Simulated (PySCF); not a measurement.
# Excitation energy of Hg by level of theory

Hg [Xe] 4f14 5d10 6s2 (1S) → Hg [Xe] 4f14 5d10 6s1 7s1 (3S), as a difference of total energies. Calculation: PySCF 2.14, in aug-cc-pwCVDZ-PP with ECP60MDF (6s6p5d3f, 70 functions); a scalar-relativistic core potential. Correlated levels: valence: 5s2 5p6 frozen; valence and next inner shell: nothing frozen outside the core potential. The calculations carry no spin-orbit coupling.

```json
{"method": "UHF", "excitation energy (cm⁻¹)": "48765", "error (cm⁻¹)": "-13585"}
{"method": "LDA", "excitation energy (cm⁻¹)": "64664", "error (cm⁻¹)": "+2313"}
{"method": "PBE", "excitation energy (cm⁻¹)": "61271", "error (cm⁻¹)": "-1080"}
{"method": "PBE0", "excitation energy (cm⁻¹)": "59281", "error (cm⁻¹)": "-3069"}
{"method": "r2SCAN", "excitation energy (cm⁻¹)": "61313", "error (cm⁻¹)": "-1037"}
{"method": "BLYP", "excitation energy (cm⁻¹)": "62781", "error (cm⁻¹)": "+431"}
{"method": "HSE06", "excitation energy (cm⁻¹)": "59561", "error (cm⁻¹)": "-2790"}
{"method": "r2SCANh", "excitation energy (cm⁻¹)": "60763", "error (cm⁻¹)": "-1587"}
{"method": "B2PLYP", "excitation energy (cm⁻¹)": "61560", "error (cm⁻¹)": "-791"}
{"method": "MP2 (valence)", "excitation energy (cm⁻¹)": "61970", "error (cm⁻¹)": "-381"}
{"method": "SCS-MP2 (valence)", "excitation energy (cm⁻¹)": "61927", "error (cm⁻¹)": "-423"}
{"method": "MP2 (valence and next inner shell)", "excitation energy (cm⁻¹)": "63129", "error (cm⁻¹)": "+779"}
{"method": "SCS-MP2 (valence and next inner shell)", "excitation energy (cm⁻¹)": "62722", "error (cm⁻¹)": "+372"}
```

Reference: 62350 cm⁻¹ (measured; NIST levels).

Errors of the correlated levels include the incompleteness of this basis and the frozen core.
